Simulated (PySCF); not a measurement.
r2SCAN on Li- (lithium, charge -1), [He] 2s2, closed-shell 1S. All numbers are calculated (PySCF 2.14, the spin-free X2C one-electron Hamiltonian (Gaussian nucleus), in aug-cc-pVTZ-DK (5s4p3d2f, 46 functions)).

```
cycle= 1 E= -7.49629970144072  delta_E= -0.00035  |g|= 0.00421  |ddm|= 0.189
cycle= 2 E= -7.49633731462924  delta_E= -3.76e-05  |g|= 0.00377  |ddm|= 0.0921
cycle= 3 E= -7.49641360301319  delta_E= -7.63e-05  |g|= 0.000126  |ddm|= 0.0408
cycle= 4 E= -7.49641363380614  delta_E= -3.08e-08  |g|= 4.93e-06  |ddm|= 0.00121
cycle= 5 E= -7.49641363388795  delta_E= -8.18e-11  |g|= 1.69e-06  |ddm|= 0.000101
converged SCF energy = -7.49641363388795  <S^2> = -2.6645353e-15  2S+1 = 1
```

Highest occupied orbital energy: 0.817 eV; ⟨L²⟩ = 0.00; populations by l: s 4.00, p 0.00, d 0.00, f 0.00.

**Question.** Can this result be used?

**Answer.** With care. The calculation finished and met its thresholds. At r2SCAN the highest occupied level has a positive energy, so only the finite basis holds that electron; in a semilocal or global hybrid functional this comes from self-interaction and does not mean that the real anion is unbound.
